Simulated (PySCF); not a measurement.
## Two-component Hartree-Fock for Xe+ (xenon, charge +1)

Start: [Kr] 4d10 5s1 5p5 6s1; 5s1/2 filled at m_j = +1/2; 5p1/2 filled at m_j = -1/2, +1/2; 5p3/2 filled at m_j = -1/2, +1/2, +3/2; 6s1/2 filled at m_j = +1/2. Calculated with PySCF 2.14 in x2c-SVPall-2c with one added diffuse shell each of s, p type (7s9p4d, 54 functions): generalised Hartree-Fock with the X2C-1e Hamiltonian and a Gaussian nucleus; one run each with spin-orbit coupling (SO) switched off, then screened by Boettger's factors. This is a chosen level, not necessarily the ground level.

```tsv
spinor shell	electrons	ε, spin-free (eV)	ε, screened SO (eV)	weight of nominal j (screened SO)	rms radius, screened SO (bohr)
1s1/2	2	-34739.3	-34735.2	1.000	0.0305
2s1/2	2	-5521.8	-5520.5	1.000	0.124
2p1/2	2	-4950.9	-5177.1	1.000	0.107
2p3/2	4	-4950.9	-4849.1	1.000	0.112
3s1/2	2	-1186.5	-1186.1	1.000	0.326
3p1/2	2	-997.61	-1041.6	1.000	0.318
3p3/2	4	-997.61	-977.46	1.000	0.330
3d3/2	4	-717.36	-724.94	1.000	0.303
3d5/2	6	-717.36	-711.78	1.000	0.305
4s1/2	2	-245.96	-245.77	1.000	0.762
4p1/2	2	-183.57	-192.33	0.999	0.797
4p3/2	4	-183.57	-179.40	1.000	0.822
4d3/2	4	-89.182	-90.298	0.984	0.944
5s1/2	1	-43.807	-43.711	1.000	1.91
5p1/2	2	-25.266	-27.325	0.674	2.21
5p3/2	3	-25.266	-24.030	0.783	2.30
6s1/2	1	-8.967	-8.963	0.999	4.78
```

Question: Where does 4d5/2 lie, and what is the 4d spin-orbit splitting (screened SO)?

Answer: At -88.192 eV, 2.106 eV above 4d3/2.

| quantity | spin-free | screened SO |
| --- | --- | --- |
| E (hartree) | -7440.21475 | -7442.59550 |
| M_J | 5/2 | 5/2 |
| ⟨J²⟩ | 8.760 | 8.760 |
| ⟨L²⟩ | 2.004 | 2.029 |
| ⟨S²⟩ | 3.756 | 3.780 |

Each row is a mean over spinors that exchange with the open shell spreads, by up to 4.202 eV (5p3/2).

Rows whose weight is well below 1 are mixtures of j = l ± 1/2: exchange outweighs spin-orbit coupling there, and the label is only the starting occupation.

Breit and QED terms are absent; they matter most for the inner s and p1/2 levels.

Densities and radii are taken from the X2C orbitals without a picture-change correction, which distorts them close to the nucleus.

Without spin-orbit coupling the j labels of p, d and f shells carry no meaning; the spin-free column gives the mean over the occupied spinors of each nl shell.
